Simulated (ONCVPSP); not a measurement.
**Plane-wave convergence, ONCV potential for Ni**

```json
{"Element": "nickel", "Generator": "ONCVPSP 4.0.1", "Type": "optimised norm-conserving Vanderbilt (ONCV)", "Functional": "LDA (Perdew-Wang 92)", "Relativity": "scalar-relativistic", "Frozen core": "[Ne]", "Valence charge": "18", "Reference configuration": "3s2 3p6 3d8 4s1.75 (charge +0.25)", "Partial waves": "3s+4s: rc 1.10 bohr, ncon 3, nbas 7, qcut 13.8 1/bohr, 2 projectors; 3p: rc 1.10 bohr, ncon 5, nbas 8, qcut 15.1 1/bohr, 2 projectors, debl 0.7 Ha; 3d: rc 1.20 bohr, ncon 4, nbas 9, qcut 11.8 1/bohr, 1 projector", "Local potential": "polynomial inside 0.75 bohr (lpopt 3, dvloc0 0 Ha)", "Core correction": "none"}
```

In the p channel the program set the typed energies aside and used -2.698, 0.250 Ha.

Problem. For each optimised wave give the share of its norm inside rc, the residual kinetic energy above qcut (Ha) and the cutoffs (Ha) for errors of 10, 1, 0.1 and 0.01 mHa per electron.

Solution.

| wave | norm inside rc | residual KE | 10 mHa | 1 mHa | 0.1 mHa | 0.01 mHa |
| --- | --- | --- | --- | --- | --- | --- |
| 3s | 0.895 | 5.0e-08 | 46.6 | 59.9 | 70.5 | 79.2 |
| 4s | 0.032 | 7.8e-09 | 31.2 | 48.3 | 61.6 | 72.4 |
| 3p | 0.852 | 1.9e-07 | 30.8 | 60.6 | 82.0 | 95.9 |
| p projector 2 | 0.050 | 3.9e-08 | 24.4 | 33.5 | 67.4 | 87.0 |
| 3d | 0.723 | 5.5e-05 | 51.5 | 60.3 | 68.1 | 191.0 |

The occupied waves need 61 Ha and 82 Ha for 1 and 0.1 mHa.
